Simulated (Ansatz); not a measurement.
SeS, multiplicity 3 (the spin of the measured ground state), most abundant isotopes (31.9721 and 79.9165 u). Constants from fifth-degree fits in 1/R to seven points on the lowest solution found; no spin–orbit coupling, no relativity up to Kr; ω_e x_e and α_e move by some per cent with the fit.

Correlated levels freeze the inner cores; with def2 sets outer-core shells near the valence are correlated too. CBS(a, b) extrapolates the correlation energy as X⁻³ and adds the Hartree–Fock energy of set b.

The values were computed with Ansatz (Gaussian basis) for Hartree–Fock, density functionals and correlated methods. 

```
level                                r_e (Å)  ω_e (cm⁻¹)  ω_e x_e (cm⁻¹)  α_e (cm⁻¹)
-----------------------------------  -------  ----------  --------------  ----------
PBE/def2-TZVPP                        2.0576       537.7            1.62    0.000742
CCSD(T)/CBS(def2-TZVPP, def2-QZVPP)   2.0276       568.1            1.79    0.000767
```

D_e from total energies of the atoms and the molecule: 4.49 eV at PBE/def2-TZVPP.

Problem. Derive the rotational constants, the centrifugal constant, the fundamental, the zero-point energy and the force constant, and test the Morse rule for the well depth.

Solution. 
μ = 22.83608 u.
- PBE/def2-TZVPP: B_e = 16.8576/(μ r_e²) = 0.17437 cm⁻¹; B₀ = B_e − α_e/2 = 0.17400 cm⁻¹; D = 4B_e³/ω_e² = 7.33e-08 cm⁻¹; fundamental ω_e − 2ω_e x_e = 534 cm⁻¹; zero-point energy ω_e/2 − ω_e x_e/4 = 268 cm⁻¹; k = μ(2πcω_e)² = 389 N/m; a Morse well would hold ω_e²/(4ω_e x_e) = 5.53 eV against the computed D_e of 4.49 eV
- CCSD(T)/CBS(def2-TZVPP, def2-QZVPP): B_e = 16.8576/(μ r_e²) = 0.17955 cm⁻¹; B₀ = B_e − α_e/2 = 0.17917 cm⁻¹; D = 4B_e³/ω_e² = 7.17e-08 cm⁻¹; fundamental ω_e − 2ω_e x_e = 565 cm⁻¹; zero-point energy ω_e/2 − ω_e x_e/4 = 284 cm⁻¹; k = μ(2πcω_e)² = 434 N/m

Measured for the ground state: r_e 2.0367 Å [Huber and Herzberg (1979), NIST Chemistry WebBook]; ω_e 555.56 cm⁻¹ [Huber and Herzberg (1979), NIST Chemistry WebBook].

Ansatz is a first-principles code.
